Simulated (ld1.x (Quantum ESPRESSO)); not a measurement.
**How hard is this O ultrasoft potential?**

O, ultrasoft, made with ld1.x (Quantum ESPRESSO) 7.5 (PBEsol, scalar-relativistic). Core [He], reference 2s2 2p4. Waves: 2s (bound): rcut 0.80, rcutus 0.90 bohr; 2s channel at 0.8 Ry: rcut 0.80, rcutus 0.90 bohr; 2p (bound): rcut 1.85, rcutus 2.30 bohr; 2p channel at 3.35 Ry: rcut 1.85, rcutus 2.30 bohr. Local part: all-electron potential smoothed inside 1.75 bohr (lloc = -2). Core correction: Bessel-smoothed model core inside 0.65 bohr. Augmentation charge: PSQ, radius 0.80 bohr.

The pseudo-atom Hamiltonian at the reference potential is diagonalised in spherical Bessel functions j_l(qr) that vanish at 20 bohr, with q² up to the cutoff. All-electron valence levels (Ry): 2s -1.7499, 2p -0.6596.

**Question.** How do the lowest levels (Ry) of each channel move with the cutoff, and are there ghosts?

**Answer.**

```tsv
cutoff (Ry)	s #1	s #2	p #1	d #1	d #2	f #1	Σ f·Δε (mRy)
8	-1.6733	-0.0058	-0.5746	0.0794	0.1883	0.1207	493.2
10	-1.7151	-0.0069	-0.6390	0.0794	0.1883	0.1207	152.1
12	-1.7360	-0.0074	-0.6556	0.0794	0.1883	0.1207	43.9
15	-1.7450	-0.0076	-0.6593	0.0794	0.1883	0.1207	11.0
18	-1.7485	-0.0077	-0.6594	0.0794	0.1883	0.1207	3.6
21	-1.7488	-0.0077	-0.6594	0.0794	0.1883	0.1207	3.0
30	-1.7490	-0.0077	-0.6596	0.0794	0.1883	0.1207	2.0
35	-1.7493	-0.0077	-0.6596	0.0794	0.1883	0.1207	1.3
40	-1.7495	-0.0077	-0.6596	0.0794	0.1883	0.1207	0.8
45	-1.7496	-0.0078	-0.6596	0.0794	0.1883	0.1207	0.6
50	-1.7497	-0.0078	-0.6596	0.0794	0.1883	0.1207	0.6
400	-1.7499	-0.0078	-0.6596	0.0794	0.1883	0.1207	0.0
```

Result: no extra level below or beside the all-electron valence levels (s, p, d, f tested); 10 mRy is reached at 18 Ry and 1 mRy at 40 Ry.
